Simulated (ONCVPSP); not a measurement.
**beryllium: one change to an ONCV potential, before and after**

ONCVPSP 4.0.1 input, shortened (lines: element, Z, core and valence counts, functional; n l f; lmax; l rc ep ncon nbas qcut; lloc lpopt rc5 dvloc0; l nproj debl; icmod fcfact rcfact), LDA (Perdew-Wang 92), scalar-relativistic:

```
  Be 4.00    1    1  -001012      upf
    1    0    2.00
    2    0    2.00
    2
    0    1.90    0.00    3    7    3.10
    1    1.45    0.22    4    8    4.50
    2    1.70    0.24    4    9    5.70
    4    4    1.05    0.00
    0    2    2.30
    1    2    2.30
    2    1    2.50
    0    0.00    0.00
```

All-electron outer shells of the reference configuration (LDA (PZ), scalar-relativistic, ld1.x):

```json
{"shell": "1s", "level (eV)": "-104.93", "outermost node (bohr)": "–", "outermost maximum (bohr)": "0.27"}
{"shell": "2s", "level (eV)": "-5.61", "outermost node (bohr)": "0.60", "outermost maximum (bohr)": "2.04"}
```

Change: s: rc 2.76.

Cutoffs: the cutoffs (Ha) at which the residual kinetic energy of the hardest occupied pseudo-wave falls to 1 and 0.1 mHa per electron; they do not see the model core or the augmentation charge, which bear on the density cutoff. Errors are all-electron minus pseudo energies relative to the spin-unpolarised reference configuration.

Problem. Predict the effect on cutoff, ghosts and configuration errors.

Solution. The potential gets softer (4.6 Ha and 29 Ha → 2.3 Ha and 3.8 Ha); of the 3 tests that both files solve, the error grows in 0 and shrinks in 2 by more than 15 % and 0.3 meV (median size 3.3 → 1.0 meV); neither file shows a bound ghost. A larger radius leaves more room for a smooth pseudo-wave, so fewer plane waves are needed.

| quantity | base | changed |
| --- | --- | --- |
| cutoff, loose | 4.6 Ha | 2.3 Ha |
| cutoff, tight | 29 Ha | 3.8 Ha |
| bound ghosts | none | none |
| GHOST(+) flags under 300 eV | none | none |
| tests with a reliable result | 3 of 4 | 3 of 4 |
| error for 2s1, meV [ΔE 9.51 eV] | +16 | +1.0 |
| error for 2s1.5, meV [ΔE 3.75 eV] | +2.6 | 0.0 |
| error for 2s1 2p1, meV [ΔE 3.52 eV] | +3.3 | -3.0 |
| p: phases at 1.47 bohr within 0.05 rad from the reference energy up to (Ha; the scan ends near 5) | to the end of the scan | to the end of the scan |
| d: phases at 1.73 bohr within 0.05 rad from the reference energy up to (Ha; the scan ends near 5) | to the end of the scan | to the end of the scan |

Base: The cutoffs count occupied waves only; projector 2 of the p channel, the hardest unoccupied one, needs 18 Ha at the loose tolerance. Changed file: The cutoffs count occupied waves only; projector 2 of the p channel, the hardest unoccupied one, needs 18 Ha at the loose tolerance.
